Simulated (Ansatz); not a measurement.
Geometry optimisation of C2H5NZn.

```yaml
crystal:
  periodic: [false, false, false]
  atoms:
    - {symbol: C, position_ang: [-0.169423, 0.959890, -0.596719]}
    - {symbol: N, position_ang: [0.076120, -0.371971, -0.104662]}
    - {symbol: C, position_ang: [0.145524, -0.596100, 1.146231]}
    - {symbol: Zn, position_ang: [0.383186, -2.542498, -1.584043]}
    - {symbol: H, position_ang: [-1.081634, 0.949529, -1.231012]}
    - {symbol: H, position_ang: [-0.289790, 1.731488, 0.201243]}
    - {symbol: H, position_ang: [0.664946, 1.259835, -1.266265]}
    - {symbol: H, position_ang: [0.020421, 0.195693, 1.924282]}
    - {symbol: H, position_ang: [0.339149, -1.631966, 1.493846]}
basis:
  gaussian: {orbitals: def2-TZVP}
hamiltonian: {xc: pbe0, dispersion: d4}
relax: {f_tol: 0.005, max_steps: 150}
```

```sh
$ ansatz run in.yaml --threads 4 --pin off --events-out ev --progress --plain
```

It prints (some lines left out):

```
Functional definition: PBE0
mean field -52054.50809446 eV, -1912.9678886585 hartree, gradient 3.6e-5 eV, S^2 0.000000; 0 other end points of the search recorded, 0 dependent functions left out
relax step   1: F+E_penalty+E_count = -52054.66573604 eV  Δ(F+E_penalty+E_count) = +0.000e0 eV  max|allowed force component| = 1.142e0 eV/Å  Δτ_max = 0.0000 Å  (32 SCF iters, accepted)
mean field -52054.56192806 eV, -1912.9698670068 hartree, gradient 8.4e-6 eV, S^2 0.000000; 0 other end points of the search recorded, 0 dependent functions left out
relax step   2: F+E_penalty+E_count = -52054.71742757 eV  Δ(F+E_penalty+E_count) = -5.169e-2 eV  max|allowed force component| = 2.270e-1 eV/Å  Δτ_max = 0.0746 Å  (33 SCF iters, accepted)
mean field -52054.57916968 eV, -1912.9705006248 hartree, gradient 8.4e-6 eV, S^2 0.000000; 0 other end points of the search recorded, 0 dependent functions left out
relax step   3: F+E_penalty+E_count = -52054.73041283 eV  Δ(F+E_penalty+E_count) = -1.299e-2 eV  max|allowed force component| = 1.138e-1 eV/Å  Δτ_max = 0.1238 Å  (33 SCF iters, accepted)
mean field -52054.58526500 eV, -1912.9707246236 hartree, gradient 8.6e-6 eV, S^2 0.000000; 0 other end points of the search recorded, 0 dependent functions left out
relax step   4: F+E_penalty+E_count = -52054.73251343 eV  Δ(F+E_penalty+E_count) = -2.101e-3 eV  max|allowed force component| = 2.346e-1 eV/Å  Δτ_max = 0.1129 Å  (33 SCF iters, accepted)
mean field -52054.58888706 eV, -1912.9708577318 hartree, gradient 8.4e-6 eV, S^2 0.000000; 0 other end points of the search recorded, 0 dependent functions left out
relax step   5: F+E_penalty+E_count = -52054.73528210 eV  Δ(F+E_penalty+E_count) = -2.769e-3 eV  max|allowed force component| = 8.576e-2 eV/Å  Δτ_max = 0.0241 Å  (32 SCF iters, accepted)
mean field -52054.58976476 eV, -1912.9708899869 hartree, gradient 8.5e-6 eV, S^2 0.000000; 0 other end points of the search recorded, 0 dependent functions left out
relax step   6: F+E_penalty+E_count = -52054.73604747 eV  Δ(F+E_penalty+E_count) = -7.654e-4 eV  max|allowed force component| = 2.395e-2 eV/Å  Δτ_max = 0.0138 Å  (33 SCF iters, accepted)
mean field -52054.59020913 eV, -1912.9709063170 hartree, gradient 8.5e-6 eV, S^2 0.000000; 0 other end points of the search recorded, 0 dependent functions left out
relax step   7: F+E_penalty+E_count = -52054.73613330 eV  Δ(F+E_penalty+E_count) = -8.583e-5 eV  max|allowed force component| = 1.419e-2 eV/Å  Δτ_max = 0.0106 Å  (33 SCF iters, accepted)
mean field -52054.59053039 eV, -1912.9709181230 hartree, gradient 8.5e-6 eV, S^2 0.000000; 0 other end points of the search recorded, 0 dependent functions left out
relax step   8: F+E_penalty+E_count = -52054.73616094 eV  Δ(F+E_penalty+E_count) = -2.763e-5 eV  max|allowed force component| = 3.580e-3 eV/Å  Δτ_max = 0.0085 Å  (34 SCF iters, accepted)
mean field -52054.59053039 eV, -1912.9709181230 hartree, gradient 8.5e-6 eV, S^2 0.000000; 1 other end points of the search recorded, 0 dependent functions left out
Total energy: -52054.73619321 eV, -1912.9762711331 hartree
Atom 0 at    -0.177010     1.008167    -0.563608 Å, force    -0.000997     0.002945    -0.000647 eV/Å
Atom 1 at     0.067954    -0.335612    -0.114061 Å, force     0.000343    -0.003580    -0.001122 eV/Å
Atom 2 at     0.136975    -0.558751     1.120540 Å, force     0.000107     0.000986    -0.000513 eV/Å
Atom 3 at     0.443378    -2.882415    -1.676800 Å, force     0.000166     0.000313    -0.000581 eV/Å
Atom 4 at    -1.084086     1.019095    -1.173430 Å, force     0.000297     0.000348     0.000100 eV/Å
Atom 5 at    -0.284264     1.732674     0.255681 Å, force     0.000337    -0.000938    -0.000402 eV/Å
Atom 6 at     0.644123     1.320683    -1.213871 Å, force    -0.000152    -0.000019    -0.000162 eV/Å
Atom 7 at     0.019116     0.225393     1.880521 Å, force     0.000005     0.000579     0.001790 eV/Å
Atom 8 at     0.322314    -1.575334     1.467930 Å, force    -0.000106    -0.000635     0.001536 eV/Å
Dipole moment:    -0.073571     0.492769     0.357421 e Å
```

Run time 23 s (4 threads of a server CPU on a shared host); peak host memory 0.42 GiB.
